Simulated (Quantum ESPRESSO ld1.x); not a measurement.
Values are calculated unless marked as measured or tabulated.
Ionisation ladder of lead, from Pb LXVII to Pb LXXXII. Each ion is in the ground configuration listed by NIST, and IE = E(next ion) - E(this ion), with E = 0 for the bare nucleus. Level of theory: Dirac Kohn-Sham, PBE, spin-unpolarised, spherical densities, point nucleus; open shells fill j = l - 1/2 first (ld1.x of Quantum ESPRESSO 7.5).

| species | configuration | E (hartree) | IE, Delta-SCF (eV) | IE, NIST (eV) | kind | error (eV) |
|---|---|---|---|---|---|---|
| Pb LXVII | [Ne] 3s2 3p4 | -15818.97 | 7656.1 | 7650 | theory | +6.1 |
| Pb LXVIII | [Ne] 3s2 3p3 | -15537.62 | 7796.7 | 7790 | theory | +6.7 |
| Pb LXIX | [Ne] 3s2 3p2 | -15251.09 | 8547.8 | 8520 | theory | +27.8 |
| Pb LXX | [Ne] 3s2 3p1 | -14936.97 | 8700.9 | 8680 | theory | +20.9 |
| Pb LXXI | [Ne] 3s2 | -14617.21 | 9035.3 | 9000 | theory | +35.3 |
| Pb LXXII | [Ne] 3s1 | -14285.17 | 9176.1 | 9150 | theory | +26.1 |
| Pb LXXIII | [Ne] | -13947.96 | 19637.1 | 19590 | theory | +47.1 |
| Pb LXXIV | [He] 2s2 2p5 | -13226.30 | 20014 | 19970 | theory | +43.9 |
| Pb LXXV | [He] 2s2 2p4 | -12490.81 | 20392 | 20380 | theory | +12.2 |
| Pb LXXVI | [He] 2s2 2p3 | -11741.41 | 20772 | 20750 | theory | +21.5 |
| Pb LXXVII | [He] 2s2 2p2 | -10978.06 | 23557 | 23460 | theory | +97.2 |
| Pb LXXVIII | [He] 2s2 2p1 | -10112.35 | 23999 | 23940 | theory | +58.8 |
| Pb LXXIX | [He] 2s2 | -9230.41 | 24652 | 24550 | theory | +101.9 |
| Pb LXXX | [He] 2s1 | -8324.47 | 24991 | 24938.2 | theory | +53.3 |
| Pb LXXXI | [He] | -7406.05 | 100085 | 99491.8 | theory | +593.1 |
| Pb LXXXII | 1s1 | -3728.00 | 101444 | 101336.7 | theory | +107.2 |

Reference values: NIST Atomic Spectra Database (exp. = measured, semi-emp. = semi-empirical, theory = theoretical value adopted there). The ionisation energy per charge of the ion left behind rises most, in proportion, at Pb LXXXI ([He]), from 312.39 to 1235.6 eV. Spin polarisation and multiplet splitting are left out, so open shells lie too high by an amount that depends on their filling. Nuclear size, the Breit interaction and QED, all absent here, shift the 1s and 2s values of heavy ions.

Beside tabulated values, note that spin-unpolarised runs miss the spin-polarisation part of the exchange energy of open shells.
